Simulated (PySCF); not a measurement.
Computed IR spectrum (relative IR intensity) of a molecule CH₉NO₂Si₂. Geometry optimised at B3LYP-D3(BJ)/def2-SVP. One conformer was computed; it need not be the lowest. Computed with B3LYP-D3(BJ)/def2-SVP (PySCF). Frequencies are harmonic and unscaled.

Lines under 2 % of the strongest are left out, and lines within 2 cm⁻¹ are merged.

| ν (cm⁻¹) | relative intensity |
|---|---|
| 205 | 10 |
| 247 | 14 |
| 253 | 7.3 |
| 319 | 2.8 |
| 354 | 24 |
| 428 | 29 |
| 598 | 8.2 |
| 653 | 9.7 |
| 672 | 11 |
| 707 | 26 |
| 717 | 25 |
| 795 | 19 |
| 811 | 36 |
| 843 | 3.1 |
| 871 | 6.4 |
| 904 | 24 |
| 923 | 25 |
| 958 | 74 |
| 964 | 100 |
| 982 | 47 |
| 1007 | 17 |
| 1099 | 12 |
| 1184 | 15 |
| 1396 | 4.2 |
| 1452 | 4.2 |
| 2175 | 48 |
| 2227 | 29 |
| 2232 | 36 |
| 2236 | 44 |
| 2990 | 10 |
| 3559 | 4.1 |
| 3735 | 43 |
| 3872 | 25 |

**Question.** Identify the compound among the candidates.
A. CO[Si@@](N)(O)[SiH3]
B. O[SiH](O)CN[SiH3]
C. C[SiH2]O[Si@@H](N)O
D. C[SiH2]N[SiH](O)O

**Answer.** B, O[SiH](O)CN[SiH3]
